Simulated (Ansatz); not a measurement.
# One elementary step

Start structure (GaSiH7O, closed shell), relaxed at PBE0-D4/def2-TZVP:

```xyz
10
angstrom
Ga -0.4344 0.1402 -1.5240
O 0.3240 1.6872 -2.0241
H 0.3934 -1.1768 -1.7177
H -1.9268 0.2703 -1.0949
H 0.3314 0.4212 0.6149
Si 0.0769 -0.5184 1.7535
H 1.2305 1.5924 -2.3219
H 1.3883 -1.0260 2.2218
H -0.7728 -1.6313 1.2685
H -0.6106 0.2412 2.8239
```

The step: GaH₃O ([OH][GaH2]) + SiH₄ → GaSiH₅ ([SiH3][GaH2]) + H₂O (still joined by a long Ga–O bond); bonds formed: Ga1–Si6, O2–H5; bonds broken: H5–Si6; bonds weakened to dative contacts: Ga1–O2. Program: Ansatz 0.2.0. Basis: def2-TZVPP and def2-QZVPP. Cores are frozen in the correlated methods. Filled d shells of the heavier atoms are correlated. The def2 sets are not built for correlating such inner shells, so the correlated values are less sure here. Extrapolation: Hartree–Fock as exp(−7.88 √X), correlation as X^−2.97. Energies below are by CCSD(T) at an estimated basis limit (MP2 extrapolated from triple and quadruple zeta, plus CCSD(T) − MP2 in triple zeta).

Question: What are the electronic barrier and the energy of the step, from the start structure to the end structure? (Judge from chemistry; the value comes from the calculation.)

Answer: Computed: Barrier 32.16 kcal/mol; step energy 0.94 kcal/mol (uphill); reverse barrier, their difference, 31.22 kcal/mol. Barrier and step energy count from the start structure, the reverse barrier from the end structure.

The saddle point: One imaginary mode of 1314i cm⁻¹.
```csv
pair,start (Å),saddle (Å),end (Å)
Ga1–Si6,3.38,2.70,2.42
O2–H5,2.93,1.32,0.97
Ga1–O2,1.79,1.96,2.20
H5–Si6,1.50,1.83,2.99
```

Zero-point energy (harmonic, PBE0-D4): ZPE is 37.25 kcal/mol at the start and 35.99 kcal/mol at the saddle, so the barrier goes from 32.16 to 30.90 kcal/mol.

No T1 diagnostic of these runs exceeds 0.015. The start structure is not quite a true minimum (one mode of 57i cm⁻¹).

Labels in which every atom is bracketed show which atoms are joined, not bond orders.

For scale, one of the runs: CCSD(T)/def2-TZVPP, 219 basis functions, launched by `ansatz run in.yaml --threads 4 --pin off --events-out ev --progress --plain --max-ram 9574MiB`. The run took 63 s on 4 CPU threads of an Arm Neoverse V2 (shared host), with 3.2 GiB of host memory at its peak.
